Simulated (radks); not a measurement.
Values are calculated unless marked as measured or tabulated.
Q: Species: Cd XII. Configuration: [Kr] 4d1. Code: a radial shooting solver on a logarithmic mesh with Libxc functionals. Model: Dirac Kohn-Sham, BLYP, spin-unpolarised, spherical densities, finite nucleus; open shells fill j = l - 1/2 first; Fermi nuclear charge, rms radius 4.6087 fm. Some entries of the table are withheld. Estimate them.

| orbital | occ. | eigenvalue (eV) | <r^2> (bohr^2) | <1/r> (bohr^-1) |
|---|---|---|---|---|
| 1s1/2 | 2 | -26744.53 | 0.001250 | 50.64 |
| 2s1/2 | 2 | -4169.206 | 0.02036 | 11.70 |
| 2p1/2 | 2 | -3898.011 | 0.01519 | (1) |
| 2p3/2 | 4 | -3705.447 | 0.01650 | (2) |
| 3s1/2 | 2 | -960.3303 | 0.1459 | 4.119 |
| 3p1/2 | 2 | -851.8305 | 0.1408 | (3) |
| 3p3/2 | 4 | -817.1375 | 0.1495 | (4) |
| 3d3/2 | 4 | -625.6830 | 0.1296 | 3.693 |
| 3d5/2 | 6 | -618.5865 | 0.1322 | 3.646 |
| 4s1/2 | 2 | -313.2471 | 0.7613 | 1.701 |
| 4p1/2 | 2 | -275.7513 | (5) | (6) |
| 4p3/2 | 4 | -268.4139 | (7) | (8) |
| 4d3/2 | 1 | (9) | 1.029 | 1.391 |
| 4d5/2 | 0 | (10) | 1.043 | 1.380 |

A: 
(1) 2p1/2 <1/r> (bohr^-1): 11.68
(2) 2p3/2 <1/r> (bohr^-1): 10.94
(3) 3p1/2 <1/r> (bohr^-1): 4.028
(4) 3p3/2 <1/r> (bohr^-1): 3.848
(5) 4p1/2 <r^2> (bohr^2): 0.8241
(6) 4p1/2 <1/r> (bohr^-1): 1.614
(7) 4p3/2 <r^2> (bohr^2): 0.8639
(8) 4p3/2 <1/r> (bohr^-1): 1.563
(9) 4d3/2 eigenvalue (eV): -206.9072
(10) 4d5/2 eigenvalue (eV): -205.6268
